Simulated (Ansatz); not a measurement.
Two isomers of CH6AlNSi: A = `[SiH3][CH]1[NH][AlH]1`, B = `C[N]1[AlH][SiH2]1`.

Computed with Ansatz on PBE0-D4/def2-TZVP structures; ΔE is electronic, products minus reactants. CCSD(T)/CBS is the MP2 limit (def2-TZVPP, def2-QZVPP) plus CCSD(T) − MP2 in def2-TZVPP, frozen cores. DFT in def2-TZVPP.

(1) Which is lower in electronic energy at CCSD(T)/CBS, and by how much? (Estimate.)

(2) Give E(B) − E(A) in kcal/mol with HF/def2-TZVPP, r2SCAN-D4, LDA (SPW92), PBE-D4, CCSD/def2-TZVPP, B2PLYP, CCSD(T)/def2-TZVPP. (Estimate.)

(3) Does the order hold for the free energy at 298.15 K (harmonic terms from PBE0-D4)? (Estimate.)

Largest T1 diagnostic: 0.015.

## Answers

(1) Ansatz gave: B, by 24.0 kcal/mol.

(2) Ansatz gave: HF/def2-TZVPP -25.1, r2SCAN-D4 -25.7, LDA (SPW92) -26.4, PBE-D4 -26.2, CCSD/def2-TZVPP -24.9, B2PLYP -24.9, CCSD(T)/def2-TZVPP -25.0. None reverses the order clearly.

(3) Computed: Yes: G(B) − G(A) = -21.1 kcal/mol.

At CCSD(T), def2-SVP lies −2.1 kcal/mol from the extrapolated value and def2-TZVPP −0.9 kcal/mol. Leaving LDA and LC-ωPBE aside and taking each functional with its dispersion term where it has one, the values, not all of them listed here, spread over 3.0 kcal/mol, from HSE06-D4 to ωB97M-V.
